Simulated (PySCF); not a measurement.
Species: C2H10AsPSi3.
Numbering: `[CH:1]#[C:2][SiH2:3][As:4]([SiH3:5])[SiH2:6][PH2:7]` (hydrogens: H8 on C1; H9, H10 on Si3; H11, H12, H13 on Si5; H14, H15 on Si6; H16, H17 on P7)

Structure used (PBE0-D3(BJ)/def2-SVP), in Å, numbered top down from 1:
```
atom  x, y, z in Å
C1     3.2541   -0.5248   -0.9163
C2     2.8498    0.0126    0.0989
Si3    2.1407    0.8265    1.5798
As4   -0.1913    1.1641    1.3863
Si5   -0.1274    1.5742   -0.9522
Si6   -0.7005   -1.1280    1.0990
P7    -2.6666   -1.1702   -0.0316
H8     3.6201   -0.9973   -1.8108
H9     2.4047   -0.0213    2.7795
H10    2.7916    2.1578    1.7520
H11    0.9279    2.5967   -1.2225
H12   -1.4573    2.1228   -1.3510
H13    0.1537    0.3353   -1.7363
H14   -0.7690   -1.7739    2.4465
H15    0.3162   -1.8419    0.2674
H16   -3.4231   -0.7180    1.0929
H17   -2.9176   -2.5530    0.2291
```

Computed with TDDFT CAM-B3LYP/def2-SVPD, vertical, gas phase, core orbitals frozen in the response (PySCF). Relativistic effects, spin–orbit coupling among them, are left out although an element past zinc is present.

Ground-to-excited transition dipoles (e·a0, same axes as the geometry; the sign carries no meaning), for the states with f of 0.002 or more among the lowest 6:

| state | E (eV) | μx | μy | μz |
| --- | --- | --- | --- | --- |
| S1 | 5.766 | 0.452 | 0.036 | -0.172 |
| S2 | 5.792 | -0.523 | 0.172 | 0.172 |
| S3 | 5.981 | 0.155 | -0.250 | 0.021 |
| S4 | 6.047 | 0.113 | 0.021 | -0.466 |
| S5 | 6.049 | 0.159 | -0.343 | -0.057 |
| S6 | 6.150 | -0.146 | -0.392 | -0.365 |

**Question.** What oscillator strength does each state have?

**Answer.** f = (2/3) ΔE |μ|² with ΔE in hartree (27.2114 eV).

```tsv
state	|μ|² (au)	|μ| (D)	f
S1	0.235	1.23	0.033
S2	0.332	1.47	0.047
S3	0.087	0.75	0.013
S4	0.231	1.22	0.034
S5	0.146	0.97	0.022
S6	0.308	1.41	0.046
```

**Question.** Which bond between heavy atoms lies closest to the direction of the S2 transition dipole?

**Answer.** Si3–As4, at 24° from it; next C2–Si3 at 44°.

**Question.** What angle do the transition dipoles of S1 and S4 make?

**Answer.** |cos θ| = |μa·μb| / (|μa| |μb|) = 0.57, so θ ≈ 55° (taken between 0 and 90°, since the signs are arbitrary).

**Question.** How is the summed strength of these states shared among x, y and z?

**Answer.** (2/3) Σ ΔE μα² gives 0.080 for x, 0.054 for y and 0.061 for z, 0.195 in all.

Hardware: Arm Neoverse V2, one thread (shared host). Cost: 1.9 min of wall time (grids of density and orbitals included).

One conformer stands for the species.
